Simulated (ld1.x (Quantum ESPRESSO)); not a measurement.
Before and after: PAW potential for Co

```
Element                 : Co
Generator               : ld1.x (Quantum ESPRESSO) 7.5
Type                    : PAW
Functional              : PBEsol
Relativity              : scalar-relativistic
Frozen core             : [Ar]
Valence charge          : 9
Reference configuration : 3d8 4s1 4p0
Partial waves           : 4s (bound): rcut 2.00, rcutus 2.35 bohr; 4s channel at 0.05 Ry: rcut 2.00, rcutus 2.35 bohr; 4p (bound, empty): rcut 2.90, rcutus 3.25 bohr; 4p channel at 3.55 Ry: rcut 2.90, rcutus 3.25 bohr; 3d (bound): rcut 1.25, rcutus 1.35 bohr; 3d channel at 1.75 Ry: rcut 1.25, rcutus 1.35 bohr
Local potential         : all-electron potential smoothed inside 2.85 bohr (lloc = -2)
Core correction         : Bessel-smoothed model core, default radius (core density twice the valence density)
Augmentation charge     : BESSEL, radius 0.90 bohr
```

Change: local potential all-electron potential smoothed inside 2.18 bohr (lloc = -2).

Cutoffs: the cutoffs (Ry, on a coarse ladder) from which the occupation-weighted sum of valence levels, in a spherical-Bessel basis at the reference potential, stays within 10 and 1 mRy of its value at 400 Ry; they do not see the model core or the augmentation charge, which bear on the density cutoff. Errors are all-electron minus pseudo energies relative to the spin-unpolarised reference configuration.

Question: How do hardness, ghosts and transferability respond?

Answer: The potential gets neither clearly harder nor softer (60 Ry and 100 Ry → 60 Ry and 100 Ry); of the 7 tests that both files solve, the error grows in 0 and shrinks in 2 by more than 15 % and 0.3 meV (median size 60.1 → 56.0 meV); the range in which the d phases agree widens (upper end 3.5 → at the end of the scan); neither file shows a bound ghost.

```tsv
quantity	base	changed
cutoff, loose	60 Ry	60 Ry
cutoff, tight	100 Ry	100 Ry
bound ghosts	none	none
error for 3d7 4s2 4p0, meV [ΔE 1.21 eV]	-69	-58
error for 3d7 4s1 4p0, meV [ΔE 10.26 eV]	-60	-56
error for 3d7 4s0 4p0, meV [ΔE 26.96 eV]	-65	-65
error for 3d6 4s2 4p1, meV [ΔE 10.91 eV]	-416	-310
error for 3d7.5 4s1.5 4p0, meV [ΔE 0.25 eV]	-13	-12
error for 3d7 4s0 4p2, meV [ΔE 10.23 eV]	-56	-49
error for 3d7 4s0 4p1, meV [ΔE 15.65 eV]	-54	-51
s: phases at 3.57 bohr within 0.05 rad from the reference energy up to (Ry; the scan ends near 5)	to the end of the scan	4.8
p: phases at 3.57 bohr within 0.05 rad from the reference energy up to (Ry; the scan ends near 5)	2.2	2.3
d: phases at 3.57 bohr within 0.05 rad from the reference energy up to (Ry; the scan ends near 5)	3.5	to the end of the scan
lowest overlap eigenvalue by channel	s 0.29, p 0.63, d 1.00	s 0.43, p 0.60, d 1.00
```
